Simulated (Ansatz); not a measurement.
CH₃F₂NOSi (`F[Si]1(F)NCO1`) at its PBE0-D4/def2-TZVP geometry, where that method's forces vanish. The species carries charge 0 and has multiplicity 1.

| atom | x (Å) | y (Å) | z (Å) |
| --- | --- | --- | --- |
| F1 | -0.553 | -2.276 | 0.755 |
| Si2 | -0.240 | -1.064 | -0.197 |
| F3 | -0.098 | -1.733 | -1.618 |
| N4 | 0.901 | 0.082 | 0.298 |
| C5 | -0.172 | 1.080 | 0.223 |
| O6 | -1.276 | 0.206 | -0.092 |
| H7 | 1.839 | 0.311 | 0.023 |
| H8 | -0.034 | 1.819 | -0.572 |
| H9 | -0.366 | 1.573 | 1.180 |

(1) For each bond, give half the difference of the two atoms' forces along it (eV/Å; positive pushes the atoms apart) under PBE-D4, r2SCAN-D4, B3LYP-D4, ωB97M-V in def2-TZVPP. (Estimate.)

Answers

(1) Computed: 
```csv
bond,length (Å),PBE-D4,r2SCAN-D4,B3LYP-D4,ωB97M-V
F1–Si2,1.573,0.41,0.04,0.09,0.08
Si2–F3,1.577,0.39,0.04,0.10,0.08
Si2–N4,1.691,0.05,0.02,0.07,0.05
Si2–O6,1.642,0.36,0.08,0.08,0.03
N4–C5,1.467,0.13,0.21,0.30,0.26
N4–H7,1.004,0.09,-0.05,-0.10,-0.11
C5–O6,1.443,0.41,0.33,0.35,0.24
C5–H8,1.094,0.06,-0.10,-0.19,-0.18
C5–H9,1.093,0.08,-0.08,-0.21,-0.20
```

B3LYP here is the variant with VWN-RPA as its local correlation; programs differ in this.
